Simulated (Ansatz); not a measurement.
This geometry of C2H6ClFMg (11 atoms, charge 0, multiplicity 1) is a first-order saddle point.

All numbers below come from Ansatz, RKS PBE0-D4/STO-3G.

```xyz
11
Properties=species:S:1:pos:R:3
Mg -1.086 1.072 -0.661
C 0.686 0.092 -0.174
C 0.289 -1.251 0.492
Cl -2.791 1.001 -1.896
H 0.240 1.429 0.544
F -0.505 2.195 0.621
H 0.977 -0.120 -1.217
H 1.645 0.398 0.278
H -0.584 -1.710 0.006
H 0.031 -1.110 1.551
H 1.098 -1.995 0.457
```

Problem. Which two structures does it join? (They come from a converged band through this point; their orientation in space is the band's.)

Solution. Bonds broken: Mg1–C2, H5–F6. Bonds formed: C2–H5. C2H6ClFMg becomes C2H6 + ClFMg.

First end point:

```xyz
11
Properties=species:S:1:pos:R:3
Mg -0.822 1.134 -0.931
C 0.621 -0.208 -0.683
C 0.611 -0.958 0.676
Cl -1.976 2.504 -2.066
H -0.959 0.550 1.307
F -1.516 1.193 0.812
H 0.585 -0.978 -1.468
H 1.614 0.253 -0.785
H -0.321 -1.524 0.832
H 0.734 -0.274 1.536
H 1.429 -1.690 0.771
```

Last end point:

```xyz
11
Properties=species:S:1:pos:R:3
Mg -1.509 1.418 -0.358
C 1.169 -0.298 -0.384
C 0.105 -0.805 0.612
Cl -3.304 1.207 0.724
H 0.769 0.620 -0.904
F -0.198 1.808 -1.343
H 1.395 -1.076 -1.123
H 2.095 -0.052 0.149
H -0.834 -1.072 0.099
H -0.124 -0.047 1.380
H 0.435 -1.704 1.148
```

Problem. How far does it lie above each of them?

Solution. 0.154 eV above the first and 0.726 eV above the second. This is the barrier of this one path; another mechanism may lie lower. The orbitals stay closed-shell, which can raise the energy where a bond breaks towards radicals; this wasn't checked here. Limits of this set-up: minimal basis.

Run time: 4 min on 1 thread of Intel(R) Xeon(R) Platinum 8259CL CPU @ 2.50GHz (Skylake/Cascade Lake) (shared host), peak memory 0.18 GiB.
